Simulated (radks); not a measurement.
Hf3+, configuration [Kr] 4d10 4f14 5s2 5p5.5 5d1 6p0.5 (fractional occupations, a model configuration).

All-electron calculation, scalar-relativistic Kohn-Sham, PBE, spin-polarised, spherical densities, point nucleus; open shells are filled with parallel spins first (spin-orbit coupling, left out, can overturn this in heavy ions). Program: a radial shooting solver on a logarithmic mesh with Libxc functionals.

Energy parts (hartree):
total: -15075.8135
kinetic: 16520.9111
electron-nucleus: -37116.1022
Hartree: 5826.0719
exchange-correlation: -306.6944

Orbitals (lengths in bohr, moments of r in powers of bohr; <r^-3> diverges for s and p1/2; r(max) is where P^2 peaks; r(90%) holds 90 % of the orbital's charge):
orbital	occ.	eigenvalue (hartree)	<1/r>	r(max)	<r^-3>	r(90%)
1s up	1	-2400.471	83.84	0.01190	-	0.0345
1s down	1	-2400.469	83.84	0.01190	-	0.0345
2s up	1	-411.4792	19.57	0.06805	-	0.125
2s down	1	-411.4766	19.57	0.06805	-	0.125
2p up	3	-361.4154	17.85	0.05567	17780	0.117
2p down	3	-361.4125	17.85	0.05567	17780	0.117
3s up	1	-94.63884	7.241	0.1921	-	0.306
3s down	1	-94.63779	7.241	0.1921	-	0.306
3p up	3	-79.68495	6.712	0.1898	3924	0.312
3p down	3	-79.68362	6.712	0.1898	3924	0.312
3d up	5	-61.99840	6.350	0.1546	510.0	0.293
3d down	5	-61.99639	6.350	0.1546	510.0	0.293
4s up	1	-19.98402	3.067	0.4373	-	0.673
4s down	1	-19.98111	3.067	0.4374	-	0.672
4p up	3	-15.07999	2.791	0.4582	899.2	0.724
4p down	3	-15.07705	2.791	0.4583	899.2	0.724
4d up	5	-8.74538	2.474	0.4710	99.09	0.804
4d down	5	-8.74146	2.475	0.4711	99.13	0.804
4f up	7	-1.76823	1.922	0.4548	15.58	1.14
4f down	7	-1.75753	1.929	0.4546	15.69	1.13
5s up	1	-3.61277	1.179	1.014	-	1.62
5s down	1	-3.57529	1.184	1.012	-	1.61
5p up	3	-2.43786	0.9938	1.153	123.6	1.91
5p down	2.5	-2.39220	0.9985	1.149	125.3	1.91
5d up	1	-1.10724	0.6807	1.541	7.134	2.84
5d down	0	-1.05387	0.6824	1.535	7.199	2.83
5f up	0	-0.39605	0.2789	3.803	0.2328	6.37
6s up	0	-1.02550	0.4702	2.490	-	3.87
6s down	0	-0.97403	0.4727	2.486	-	3.82
6p up	0.5	-0.76814	0.3897	3.002	20.13	4.66
6d up	0	-0.46770	0.2848	4.365	1.529	6.54

The highest occupied level is 6p up at -20.902 eV. The configuration is held as typed, so some empty levels lie below it. The density falls to 0.001 e/bohr^3 at r = 3.83 bohr.
